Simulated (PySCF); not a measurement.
B(CF3)(Cl)(F) (CBClF₄), SMILES FB(Cl)C(F)(F)F.

Coordinates come from a ωB97X-D3(BJ)/def2-SVP optimisation. This is a generated structure with no PubChem entry under its InChIKey; it may be hypothetical.

All values below come from TDA-ωB97X/def2-SVPD in PySCF.

Vertical excitations. The molecule is in vacuum.

```json
[
 {"state": "S1", "energy (eV)": "6.79", "λ (nm)": "182", "f": "0.003", "main pairs": "HOMO→LUMO 98 %"},
 {"state": "S2", "energy (eV)": "7.51", "λ (nm)": "165", "f": "0.004", "main pairs": "HOMO−2→LUMO 96 %"},
 {"state": "S3", "energy (eV)": "8.22", "λ (nm)": "151", "f": "0.143", "main pairs": "HOMO−1→LUMO 92 %"},
 {"state": "S4", "energy (eV)": "9.63", "λ (nm)": "129", "f": "0.066", "main pairs": "HOMO→LUMO+1 76 %"},
 {"state": "S5", "energy (eV)": "9.81", "λ (nm)": "126", "f": "0.005", "main pairs": "HOMO−3→LUMO 96 %"},
 {"state": "S6", "energy (eV)": "10.02", "λ (nm)": "124", "f": "0.000", "main pairs": "HOMO−6→LUMO 63 %, HOMO−1→LUMO+1 18 %"},
 {"state": "S7", "energy (eV)": "10.19", "λ (nm)": "122", "f": "0.120", "main pairs": "HOMO−1→LUMO+1 61 %, HOMO−6→LUMO 16 %"},
 {"state": "S8", "energy (eV)": "10.25", "λ (nm)": "121", "f": "0.000", "main pairs": "HOMO−4→LUMO 82 %"},
 {"state": "S9", "energy (eV)": "10.35", "λ (nm)": "120", "f": "0.039", "main pairs": "HOMO−5→LUMO 77 %"},
 {"state": "S10", "energy (eV)": "10.50", "λ (nm)": "118", "f": "0.010", "main pairs": "HOMO−2→LUMO+1 27 %, HOMO→LUMO+2 26 %, HOMO−5→LUMO 18 %, HOMO→LUMO+1 12 %"},
 {"state": "T1", "energy (eV)": "6.32", "λ (nm)": "196", "f": "0", "main pairs": "HOMO→LUMO 86 %"},
 {"state": "T2", "energy (eV)": "6.95", "λ (nm)": "178", "f": "0", "main pairs": "HOMO−1→LUMO 98 %"},
 {"state": "T3", "energy (eV)": "7.08", "λ (nm)": "175", "f": "0", "main pairs": "HOMO−2→LUMO 86 %"},
 {"state": "T4", "energy (eV)": "9.23", "λ (nm)": "134", "f": "0", "main pairs": "HOMO→LUMO+1 56 %, HOMO→LUMO+2 16 %, HOMO→LUMO+7 12 %"}
]
```
Triplets are in the Tamm–Dancoff approximation.
